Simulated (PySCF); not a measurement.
What settings do to a single point of [WOF3]−

The sound run of [WOF3]− (singlet) uses PySCF 2.14.0, RKS B3LYP, W def2-SVP with ECP60, O def2-SVP, F def2-SVP; non-relativistic Hamiltonian with scalar-relativistic core potentials where named; density fitting; no spin-orbit coupling, grid (50, 194), threshold 1e-8 Eh and 55 cycles, at the relaxed geometry:

```xyz
5

W     0.0647    0.0000    0.0036
O     1.7641    0.0000    0.3330
F    -0.1274    1.8683   -0.2322
F    -1.8706    0.0000    0.3057
F    -0.1274   -1.8683   -0.2322
```

There W1 has a Mulliken charge of 0.67 e and the dipole about the centre of mass is 0.26 D. Each run below changes one thing and starts from free metal ions and neutral atoms unless it says otherwise; with 55 cycles, smearing, a level shift and second-order steps follow where DIIS fails, and their cycles count. Energy shifts count from the sound run.

| change | outcome | cycles | energy shift (eV) | largest force component (eV/Å) | charge on W1 (e) | dipole about the centre of mass (D) |
| --- | --- | --- | --- | --- | --- | --- |
| start from a density of up to 30 smeared cycles (not counted) | converged | 9 | 0.0000 | 0.01 | 0.67 | 0.26 |
| grid (10, 14) | converged | 13 | -6.24 | 15.47 | 0.40 | 0.24 |

Problem. One further run converged with energy shift (eV) 1.13, largest force component (eV/Å) 8.12, charge on W1 (e) 0.53, dipole about the centre of mass (D) 0.36. Which change was it?
A. charge changed by -3, spin kept, limit 81 cycles
B. all coordinates × 0.94
C. threshold 1e-06

Solution. B.

Problem. And the other changes listed?

Solution. 
```csv
change,outcome,cycles,energy shift (eV),largest force component (eV/Å),charge on W1 (e),dipole about the centre of mass (D)
threshold 1e-06,converged,10,0.0000,0.01,0.66,0.25
"charge changed by -3, spin kept, limit 81 cycles",refused,–,–,–,–,–
```

Unsound on purpose, so not properties of the compound: grid (10, 14).

Forces carry noise of the integration grid, about 0.01 to 0.03 eV/Å.
